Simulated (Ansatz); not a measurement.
Reaction (cleavage of the Ge–Si bond): `[OH][GeH2][SiH2][SiH3]` + `N[SiH](O)Cl` → `[OH][GeH2][NH][SiH](O)Cl` + `[SiH3][SiH3]`

Gas-phase electronic energies from Ansatz, PBE0-D4/def2-TZVP geometries. CCSD(T)/CBS adds triple-zeta CCSD(T) − MP2 to the extrapolated MP2 energy (def2 sets, frozen cores). For Ge outer-core shells are correlated without core-valence functions, which leaves a few kJ/mol of doubt a bond. Scalar relativity is left out up to krypton. Each species was taken in one conformer, which may not be the lowest.

```csv
species,MP2/def2-TZVPP energy (Eh)
`[OH][GeH2][SiH2][SiH3]`,-2733.58425
`N[SiH](O)Cl`,-881.07389
`[OH][GeH2][NH][SiH](O)Cl`,-3033.03867
`[SiH3][SiH3]`,-581.63061
```

**Question.** Work out ΔE.

**Answer.** ΔE = (-3033.03867) + (-581.63061) − (-2733.58425) − (-881.07389) = -0.01114 Eh = -29.2 kJ/mol. CCSD(T)/CBS gives -21.5 kJ/mol.

Largest T1 diagnostic among the species: 0.013.

The D4 term adds −4.7 kJ/mol with B3LYP and −2.4 kJ/mol with PBE0; it sums over pairs of atoms, weighted by their polarisabilities, and B3LYP, whose exchange is more repulsive, gets the larger term. From PBE to PBE0 (25 % exact exchange), in def2-TZVPP and without D4, ΔE moves by −4.8 kJ/mol.

B3LYP here is the variant with VWN-RPA as its local correlation; programs differ in this.
